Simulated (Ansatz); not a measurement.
Reaction (hydrogenolysis of a C–F bond): `F[SiH2]C(F)S` + H₂ → `F[SiH2]CS` + H–F

Program: Ansatz. Geometries: PBE0-D4/def2-TZVP. ΔE: electronic, gas phase. CCSD(T)/CBS is the MP2 limit (def2-TZVPP, def2-QZVPP) plus CCSD(T) − MP2 in def2-TZVPP, frozen cores. This one scheme is used for every species. Functionals use def2-TZVPP. B3LYP here is the variant with VWN-RPA as its local correlation; programs differ in this. One conformer a species, not always the lowest.

```csv
level,ΔE (kJ/mol),difference from CCSD(T)/CBS
r2SCAN-D4,-105.0,18.2
PBE0-D4,-116.0,7.2
B3LYP-D4,-107.1,16.1
ωB97M-V,-111.6,11.6
PBE,-104.2,19.0
B3LYP,-109.2,14.0
HF/def2-TZVPP,-126.5,-3.3
MP2/def2-TZVPP,-127.6,-4.4
SCS-MP2/def2-TZVPP,-122.9,0.3
CCSD/def2-TZVPP,-125.1,-1.9
CCSD(T)/def2-TZVPP,-121.1,2.1
HF/def2-QZVPP,-126.7,-3.5
MP2/def2-QZVPP,-128.9,-5.7
SCS-MP2/def2-QZVPP,-124.6,-1.4
HF/CBS(def2),-126.7,-3.5
CCSD/CBS(def2),-127.2,-4.0
CCSD(T)/CBS,-123.2,0
```

Largest T1 diagnostic among the species: 0.012.

From PBE to PBE0 (25 % exact exchange), in def2-TZVPP and without D4, ΔE moves by −12.9 kJ/mol.
